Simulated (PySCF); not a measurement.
**Vibration and rotation of NaIn**

RHF-CCSD(T) constants of NaIn, ¹Σ⁺ (singlet), closed shell (basis Na cc-pVDZ, In cc-pVDZ-PP with ECP28; scalar-relativistic core potentials; PySCF 2.14; masses 22.9898 and 114.9039 u):

- ωe: 140.7 cm⁻¹
- ωexe: 0.585 cm⁻¹
- Be: 0.079977 cm⁻¹
- αe: 0.000450 cm⁻¹
- D (centrifugal): 1.03e-07 cm⁻¹
- De to Na + In: 0.73 eV

**Question.** Give the vibrational terms G(v) and spacings up to v = 6.

**Answer.** G(v) = ωe(v+½) − ωexe(v+½)².

| v | G(v) (cm⁻¹) | G(v) − G(v−1) | Bv (cm⁻¹) |
| --- | --- | --- | --- |
| 0 | 70.2 |  | 0.07975 |
| 1 | 209.7 | 139.5 | 0.07930 |
| 2 | 348.1 | 138.4 | 0.07885 |
| 3 | 485.3 | 137.2 | 0.07840 |
| 4 | 621.3 | 136.0 | 0.07795 |
| 5 | 756.2 | 134.9 | 0.07750 |
| 6 | 889.8 | 133.7 | 0.07705 |

**Question.** How well does the Morse estimate ωe²/(4ωexe) reproduce De, and what is D0?

**Answer.** It gives 1.05 eV, 144 % of the computed De. D0 = De − G(0) = 0.73 − 0.01 = 0.72 eV.

Correlated steps freeze 5 core orbitals. Correlated levels converge slowly with the basis: in double zeta they bind strong bonds too weakly, by up to about 1 eV, and carry superposition errors of some tenths. These are scalar-relativistic numbers at best; spin–orbit coupling would shift them, the dissociation energy most. Where the molecule has an RHF reference, its open-shell atoms are computed with UHF.
